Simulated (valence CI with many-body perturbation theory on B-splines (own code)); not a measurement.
Nd45+: electric-dipole lines

Level of theory: relativistic CI+MBPT: five valence electrons over a frozen Dirac-Fock core [Ne], a basis of 9 s, 9 p, 8 d, 6 f, 3 g, 1 h functions for each j, with the one-electron correlation potential Σ1 (screened to all orders), the two-electron term Σ2, the three-electron term Σ3, Breit, model QED; selected single and double excitations, second order for the rest (own B-spline code, finite nucleus).

The last digits are not significant, and no measured levels were compared; by estimate large intervals hold to a few tenths of a per cent, small ones and those within an open d or f shell to about a per cent. Among the levels kept, up to 500 cm⁻¹ of a level comes from second order outside the variational space, and about a tenth of that is noise between levels of different J, which matters for small intervals.

Lines 51 to 100 of 199 in falling wavelength, among levels below 485.09 eV, chosen from the strongest by gf and those to the six lowest levels. Wavelengths and rates use the calculated energies. Electric multipoles are in the length gauge, E1 and E2 with the static RPA response of the core. Weak lines are less certain than strong ones. Lines between different terms over intervals too small for the method are left out, as are lines whose strength nearly cancels. The highest levels of a list are the least certain.

Levels are named by their leading jj configuration (3d3/2^4 stands for four electrons in 3d with j = 3/2), which in mixed levels can hold well under half, so a name can repeat and another be missing. Letters in brackets count levels of one name in rising energy.

```
λ vac (Å)                               Upper                               Lower   A (s⁻¹)  S (a.u.)
    92.57      (3s 3p1/2^2 3p3/2 3d5/2) J=5/2  (3s^2 3p1/2 3p3/2 3d3/2) J=5/2 [b]  4.84e+08  1.14e-03
    90.26      (3s 3p1/2^2 3p3/2 3d5/2) J=3/2  (3s^2 3p1/2 3p3/2 3d5/2) J=3/2 [a]  5.08e+09  7.38e-03
    88.39          (3s 3p1/2^2 3p3/2^2) J=3/2          (3s^2 3p1/2 3p3/2^2) J=5/2  1.87e+10  2.55e-02
    88.08  (3s 3p1/2^2 3p3/2 3d3/2) J=3/2 [b]  (3s^2 3p1/2 3p3/2 3d3/2) J=1/2 [a]  3.05e+09  4.12e-03
    87.85  (3s 3p1/2^2 3p3/2 3d3/2) J=3/2 [b]  (3s^2 3p1/2 3p3/2 3d3/2) J=3/2 [a]  2.45e+09  3.29e-03
    87.81      (3s 3p1/2^2 3p3/2 3d5/2) J=3/2  (3s^2 3p1/2 3p3/2 3d3/2) J=5/2 [b]  7.96e+08  1.06e-03
    86.82  (3s 3p1/2^2 3p3/2 3d3/2) J=3/2 [b]  (3s^2 3p1/2 3p3/2 3d3/2) J=5/2 [a]  1.16e+10  1.50e-02
    86.48  (3s 3p1/2^2 3p3/2 3d5/2) J=7/2 [a]  (3s^2 3p1/2 3p3/2 3d5/2) J=7/2 [a]  2.17e+09  5.55e-03
    85.83          (3s^2 3p1/2 3d3/2^2) J=5/2  (3s^2 3p1/2 3p3/2 3d5/2) J=5/2 [a]  4.87e+08  9.12e-04
    85.20            (3s 3p1/2 3p3/2^3) J=1/2                (3s^2 3p3/2^3) J=3/2  1.48e+10  9.02e-03
    85.01  (3s 3p1/2^2 3p3/2 3d3/2) J=5/2 [b]      (3s^2 3p1/2 3p3/2 3d3/2) J=7/2  2.30e+10  4.19e-02
    84.91  (3s 3p1/2^2 3p3/2 3d5/2) J=7/2 [b]      (3s^2 3p1/2 3p3/2 3d5/2) J=9/2  2.00e+10  4.84e-02
    84.63  (3s 3p1/2^2 3p3/2 3d3/2) J=5/2 [a]          (3s 3p1/2^2 3p3/2^2) J=3/2  3.47e+09  6.23e-03
    84.51        (3s 3p1/2 3p3/2^3) J=3/2 [b]                (3s^2 3p3/2^3) J=3/2  1.29e+10  1.54e-02
    84.49          (3s^2 3p1/2 3d3/2^2) J=5/2  (3s^2 3p1/2 3p3/2 3d3/2) J=3/2 [b]  1.31e+09  2.33e-03
    83.66  (3s 3p1/2^2 3p3/2 3d3/2) J=3/2 [a]          (3s 3p1/2^2 3p3/2^2) J=3/2  2.63e+09  3.04e-03
    83.53  (3s 3p1/2^2 3p3/2 3d3/2) J=3/2 [a]          (3s 3p1/2^2 3p3/2^2) J=1/2  2.07e+09  2.38e-03
    83.06  (3s 3p1/2^2 3p3/2 3d3/2) J=1/2 [a]          (3s 3p1/2^2 3p3/2^2) J=3/2  2.05e+09  1.16e-03
    83.01          (3s 3p1/2^2 3p3/2^2) J=1/2          (3s^2 3p1/2 3p3/2^2) J=3/2  4.16e+07  2.35e-05
    82.93  (3s 3p1/2^2 3p3/2 3d3/2) J=1/2 [a]          (3s 3p1/2^2 3p3/2^2) J=1/2  2.09e+09  1.17e-03
    82.88          (3s 3p1/2^2 3p3/2^2) J=3/2          (3s^2 3p1/2 3p3/2^2) J=3/2  7.92e+09  8.90e-03
    81.04          (3s^2 3p1/2 3d3/2^2) J=5/2  (3s^2 3p1/2 3p3/2 3d3/2) J=5/2 [b]  2.58e+09  4.06e-03
    80.83  (3s 3p1/2^2 3p3/2 3d3/2) J=5/2 [b]  (3s^2 3p1/2 3p3/2 3d3/2) J=3/2 [a]  2.41e+09  3.77e-03
    80.29  (3s^2 3p1/2 3p3/2 3d3/2) J=3/2 [a]          (3s^2 3p1/2 3p3/2^2) J=1/2  6.85e+08  7.00e-04
    80.10  (3s^2 3p1/2 3p3/2 3d3/2) J=1/2 [a]          (3s^2 3p1/2 3p3/2^2) J=1/2  6.42e+08  3.26e-04
    79.50  (3s 3p1/2^2 3p3/2 3d5/2) J=7/2 [b]  (3s^2 3p1/2 3p3/2 3d5/2) J=7/2 [a]  9.14e+09  1.81e-02
    79.45  (3s 3p1/2^2 3p3/2 3d3/2) J=1/2 [b]  (3s^2 3p1/2 3p3/2 3d3/2) J=1/2 [a]  3.68e+09  1.82e-03
    79.26  (3s 3p1/2^2 3p3/2 3d3/2) J=1/2 [b]  (3s^2 3p1/2 3p3/2 3d3/2) J=3/2 [a]  2.17e+10  1.07e-02
    75.44  (3s^2 3p1/2 3p3/2 3d3/2) J=5/2 [a]          (3s^2 3p1/2 3p3/2^2) J=5/2  2.15e+09  2.74e-03
    75.35  (3s 3p1/2^2 3p3/2 3d5/2) J=7/2 [a]      (3s^2 3p1/2 3p3/2 3d3/2) J=7/2  3.88e+08  6.56e-04
    74.68  (3s^2 3p1/2 3p3/2 3d3/2) J=3/2 [a]          (3s^2 3p1/2 3p3/2^2) J=5/2  5.30e+09  4.36e-03
    74.30  (3s 3p1/2^2 3p3/2 3d3/2) J=3/2 [b]          (3s 3p1/2^2 3p3/2^2) J=3/2  5.52e+09  4.47e-03
    74.20  (3s 3p1/2^2 3p3/2 3d3/2) J=3/2 [b]          (3s 3p1/2^2 3p3/2^2) J=1/2  1.75e+09  1.41e-03
    73.56  (3s 3p1/2^2 3p3/2 3d3/2) J=5/2 [a]          (3s 3p1/2^2 3p3/2^2) J=5/2  5.09e+09  6.00e-03
    72.82  (3s 3p1/2^2 3p3/2 3d3/2) J=3/2 [a]          (3s 3p1/2^2 3p3/2^2) J=5/2  8.57e+09  6.54e-03
    72.54      (3s 3p1/2^2 3p3/2 3d5/2) J=3/2  (3s^2 3p1/2 3p3/2 3d3/2) J=3/2 [a]  1.04e+09  7.87e-04
    71.84      (3s 3p1/2^2 3p3/2 3d5/2) J=3/2  (3s^2 3p1/2 3p3/2 3d3/2) J=5/2 [a]  1.71e+09  1.25e-03
    71.43      (3s^2 3p1/2 3p3/2 3d3/2) J=7/2          (3s^2 3p1/2 3p3/2^2) J=5/2  4.18e+07  6.01e-05
    71.39  (3s^2 3p1/2 3p3/2 3d3/2) J=5/2 [a]          (3s^2 3p1/2 3p3/2^2) J=3/2  4.45e+07  4.79e-05
    70.94          (3s^2 3p1/2^2 3d3/2) J=3/2          (3s^2 3p1/2^2 3p3/2) J=3/2  4.94e+09  3.48e-03
    70.88      (3s 3p1/2^2 3p3/2 3d3/2) J=7/2          (3s 3p1/2^2 3p3/2^2) J=5/2  9.60e+08  1.35e-03
    70.71  (3s^2 3p1/2 3p3/2 3d3/2) J=3/2 [a]          (3s^2 3p1/2 3p3/2^2) J=3/2  4.34e+08  3.03e-04
    70.56  (3s^2 3p1/2 3p3/2 3d3/2) J=1/2 [a]          (3s^2 3p1/2 3p3/2^2) J=3/2  1.57e+09  5.43e-04
    68.06  (3s 3p1/2^2 3p3/2 3d3/2) J=1/2 [b]          (3s 3p1/2^2 3p3/2^2) J=3/2  3.12e+09  9.71e-04
    67.97  (3s 3p1/2^2 3p3/2 3d3/2) J=1/2 [b]          (3s 3p1/2^2 3p3/2^2) J=1/2  1.99e+09  6.18e-04
    67.86          (3s^2 3p1/2 3d3/2^2) J=5/2  (3s^2 3p1/2 3p3/2 3d3/2) J=3/2 [a]  1.60e+09  1.48e-03
    67.25          (3s^2 3p1/2 3d3/2^2) J=5/2  (3s^2 3p1/2 3p3/2 3d3/2) J=5/2 [a]  2.33e+09  2.10e-03
    66.81          (3s^2 3p3/2^2 3d3/2) J=5/2                (3s^2 3p3/2^3) J=3/2  1.71e+09  1.51e-03
    65.96  (3s^2 3p1/2 3p3/2 3d5/2) J=3/2 [a]          (3s^2 3p1/2 3p3/2^2) J=1/2  3.46e+08  1.96e-04
    65.62  (3s 3p1/2^2 3p3/2 3d3/2) J=3/2 [b]          (3s 3p1/2^2 3p3/2^2) J=5/2  1.97e+09  1.10e-03
```
